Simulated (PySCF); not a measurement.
C6H12O, triplet, at a GFN2-xTB geometry (a higher spin typed on purpose: for a closed-shell molecule this is an excited state). Base run: DF-M062X/STO-3G in PySCF.

Input for PySCF:
```python
from pyscf import gto, scf, dft

mol = gto.Mole()
mol.atom = '''
    C    -2.02710707   -1.59725888    0.34700618
    C    -1.02880172   -0.45301862    0.56166129
    C    -1.64092248    0.88290346    0.19633512
    C     0.22064222   -0.69947597   -0.28703456
    C     1.24750457    0.39780181   -0.01819008
    C     2.62679557    0.06941484   -0.56263552
    O     0.86172848    1.64434124   -0.09320444
    H    -1.58715923   -2.54675061    0.64155769
    H    -2.91896676   -1.42676290    0.94471751
    H    -2.31757531   -1.65885591   -0.69948011
    H    -0.73359141   -0.43684547    1.61579681
    H    -2.13147259    0.85266467   -0.77403501
    H    -2.32410619    1.25905767    0.95208232
    H    -0.78146328    1.59319678    0.11443064
    H    -0.05850937   -0.70929999   -1.35207859
    H     0.67275280   -1.66213613   -0.04469136
    H     3.30615374    0.87232885   -0.28969154
    H     2.62016321   -0.02585255   -1.65484270
    H     2.97127975   -0.86767403   -0.13098446
'''
mol.basis = 'sto-3g'
mol.spin = 2
mol.verbose = 4
mol.build()

mf = dft.UKS(mol)
mf.xc = 'm062x'
mf = mf.density_fit(auxbasis='def2-universal-jkfit')
mf.kernel()
```

Variants of this job, named by their change:

```json
[
 {"change": "base", "basis functions": "47", "E (Eh)": "-307.09760", "HOMO (eV)": "-3.19", "dipole (D)": "0.82", "core-seconds (rough)": "20"},
 {"change": "basis = pcseg-0", "basis functions": "87", "E (Eh)": "-310.01773", "HOMO (eV)": "-5.82", "dipole (D)": "1.84", "core-seconds (rough)": "50"},
 {"change": "basis = LANL2DZ", "basis functions": "87", "E (Eh)": "-310.77200", "HOMO (eV)": "-5.68", "dipole (D)": "2.03", "core-seconds (rough)": "50"},
 {"change": "basis = 3-21G", "basis functions": "87", "E (Eh)": "-309.10903", "HOMO (eV)": "-5.32", "dipole (D)": "1.63", "core-seconds (rough)": "40"},
 {"change": "basis = 6-31G*", "basis functions": "122", "E (Eh)": "-310.79580", "HOMO (eV)": "-5.46", "dipole (D)": "1.54", "core-seconds (rough)": "60"},
 {"change": "basis = 6-31+G*", "basis functions": "150", "E (Eh)": "-310.80601", "HOMO (eV)": "-5.72", "dipole (D)": "1.73", "core-seconds (rough)": "80"},
 {"change": "basis = 6-31G**", "basis functions": "158", "E (Eh)": "-310.80937", "HOMO (eV)": "-5.46", "dipole (D)": "1.55", "core-seconds (rough)": "90"},
 {"change": "basis = def2-SVP", "basis functions": "158", "E (Eh)": "-310.56478", "HOMO (eV)": "-5.63", "dipole (D)": "1.56", "core-seconds (rough)": "90"},
 {"change": "basis = pc-1", "basis functions": "158", "E (Eh)": "-310.74737", "HOMO (eV)": "-5.73", "dipole (D)": "1.69", "core-seconds (rough)": "100"},
 {"change": "basis = pcseg-1", "basis functions": "158", "E (Eh)": "-310.74219", "HOMO (eV)": "-5.73", "dipole (D)": "1.69", "core-seconds (rough)": "100"},
 {"change": "basis = cc-pVDZ", "basis functions": "158", "E (Eh)": "-310.82231", "HOMO (eV)": "-5.50", "dipole (D)": "1.49", "core-seconds (rough)": "90"},
 {"change": "basis = 6-311G**", "basis functions": "198", "E (Eh)": "-310.88889", "HOMO (eV)": "-5.68", "dipole (D)": "1.61", "core-seconds (rough)": "100"},
 {"change": "basis = def2-SVPD", "basis functions": "239", "E (Eh)": "-310.58453", "HOMO (eV)": "-5.78", "dipole (D)": "1.70", "core-seconds (rough)": "200"}
]
```

Totals compare only among sets that treat the same electrons; sets with core potentials leave the core out.

Open shells are given as the SCF converged; they aren't shown to be the lowest states, and a large step between rows can be another state.
